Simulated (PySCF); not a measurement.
A run for PySCF: R-HF/3-21G on CH4Te (SMILES C[TeH]), a point of a bond scan (R = 3.327 Å).

```python
from pyscf import gto, scf, dft, mp
from pyscf.data.elements import chemcore

mol = gto.M(
    atom='''
    Te    0.01201175    0.23527703    0.23177528
    H    -0.69801249    2.49432275   -2.10453732
    C    -0.03051731   -1.41897587   -1.16612883
    H     0.73152202   -1.27549848   -1.92532285
    H    -1.01819392   -1.49803416   -1.60874601
    H     0.18816506   -2.31181771   -0.58509181
    ''',
    basis='3-21g',
    charge=0, spin=0, verbose=3, max_memory=1800)
mf = scf.RHF(mol)
mf.conv_tol = 1e-8
mf.max_cycle = 100
mf.kernel()
if not mf.converged:
    mf = mf.newton().run(mf.mo_coeff, mf.mo_occ)
```

Program output:

```
converged SCF energy = -6622.49334635784
```

Self-consistency was reached.

Cost: around 0.4 core-seconds (rough).
